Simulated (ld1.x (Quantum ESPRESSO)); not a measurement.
## Before and after: TM potential for europium (Eu)

ld1.x (Quantum ESPRESSO) 7.5 input, shortened:

```
&input
   title='Eu', zed=63., rel=2, dft='PZ', iswitch=3,
   config='[Xe] 4f6 5d1 5f-2 6s1 6p0', rel_dist='average'
 /
 &inputp
   pseudotype=2, tm=.true., lloc=1,
   nlcc=.false.
 /
4
6S  1  0   1.00   0.00  3.00  3.00  0.0
5D  3  2   1.00   0.00  2.40  2.40  0.0
5F  4  3  -2.00  -0.10  3.75  3.75  0.0
6P  2  1   0.00   0.00  3.70  3.70  0.0
 &test
   configts(1)='5d1 6s1 6p0'
 /
```

Open shells are filled in proportion to 2j + 1 (rel_dist='average').

All-electron outer shells of the reference configuration (LDA (PZ), scalar-relativistic, ld1.x):

```csv
shell,level (eV),outermost node (bohr),outermost maximum (bohr)
4f,-14.93,–,0.58
6s,-9.42,1.62,3.22
5d,-8.70,0.81,1.95
6p,-5.85,1.93,4.08
```

Change: wave 6p (bound): rc 3.70 bohr becomes 6p (bound): rc 4.20 bohr.

Cutoffs: the cutoffs (Ry, on a coarse ladder) from which the occupation-weighted sum of valence levels, in a spherical-Bessel basis at the reference potential, stays within 10 and 1 mRy of its value at 400 Ry; they do not see the model core or the augmentation charge, which bear on the density cutoff. Errors are all-electron minus pseudo energies relative to the spin-unpolarised reference configuration.

Q: How do hardness, ghosts and transferability respond?

A: The potential gets neither clearly harder nor softer (15 Ry and 18 Ry → 15 Ry and 18 Ry); of the 7 tests that both files solve, the error grows in 0 and shrinks in 2 by more than 15 % and 0.3 meV (median size 19.1 → 15.5 meV); neither file shows a bound ghost.

```tsv
quantity	base	changed
cutoff, loose	15 Ry	15 Ry
cutoff, tight	18 Ry	18 Ry
bound ghosts	none	none
error for 5d1 6s2 6p0, meV [ΔE -6.76 eV]	+25	+22
error for 5d1 6s0 6p0, meV [ΔE 12.21 eV]	+69	+69
error for 5d1 6s1.5 6p0, meV [ΔE -4.03 eV]	+7.7	+6.9
error for 5d1 6s0 6p2, meV [ΔE -0.84 eV]	-14	-12
error for 5d1.5 6s1.5 6p0, meV [ΔE -6.00 eV]	+19	+15
error for 5d1 6s1 6p1, meV [ΔE -3.89 eV]	-2.3	-1.3
error for 5d0 6s2 6p1, meV [ΔE -4.74 eV]	+181	+183
```
